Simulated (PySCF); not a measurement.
[ReNCl4]- (charge -1 and doublet state).
SMILES: `[N]#[Re-]([Cl])([Cl])([Cl])[Cl]`

Method: PBE0-D3(BJ)/def2-SVP geometry optimisation, gas phase, def2 core potentials past Kr (PySCF 2.14.0).

Take the most abundant isotopes and a rigid rotor. 

**Question.** What are A, B and C (cm⁻¹)?

**Answer.** Ia = 438.75, Ib = 438.91, Ic = 732.35 u·Å²; 505379 MHz·u·Å²/I gives 1152, 1151 and 690.1 MHz, that is A = 0.03842, B = 0.03841, C = 0.02302 cm⁻¹.

**Question.** Classify the top.

**Answer.** An oblate symmetric top, as the point group C4v requires two equal moments; Ray's κ = 0.998.

**Question.** Is it planar, by Δ = Ic − Ia − Ib?

**Answer.** Not planar: Δ = Ic − Ia − Ib = -145.32 u·Å². For a rigid frame Δ = −2 Σ m c², so Σ m c² = 72.66 u·Å² lies off the ab plane. The atom farthest from that plane is 1.80 Å away.

**Question.** Give the other two planar moments, Paa and Pbb, and the rms extents of the mass along the axes.

**Answer.** Paa = Σ m a² = (Ib + Ic − Ia)/2 = 366.25 and Pbb = Σ m b² = (Ia + Ic − Ib)/2 = 366.09 u·Å². With the mass M = 340.83 u, the rms extents √(P/M) along a, b and c are 1.04, 1.04, 0.46 Å.

The dipole components (about the centre of mass, as the species is charged) are |μa| = 0.00 D, |μb| = 0.00 D, |μc| = 0.08 D.

**Question.** Estimate the classical rotational partition function at 25 K, 50 K and 200 K.

**Answer.** Point group C4v, symmetry number σ = 4; q = (√π/σ)·√((kT/h)³/(ABC)), k/h = 20836.6 MHz/K: 5510 at 25 K, 15600 at 50 K, 125000 at 200 K.

For this open shell read J as N, the rotation without spin; fine and hyperfine splittings come on top. PBE0-D3(BJ)/def2-SVP frequencies: not computed here. ⟨S²⟩ = 0.762 (exact for a doublet: 0.75). The geometry's basis has no diffuse functions, a weakness for an anion. No vibrational averaging or centrifugal distortion is included, and the geometry carries the error of its method.

For an open-shell metal species like this, the optimisation's SCF solution wasn't tested for stability and no frequencies at its level were run, so a lower state or another shape may exist.
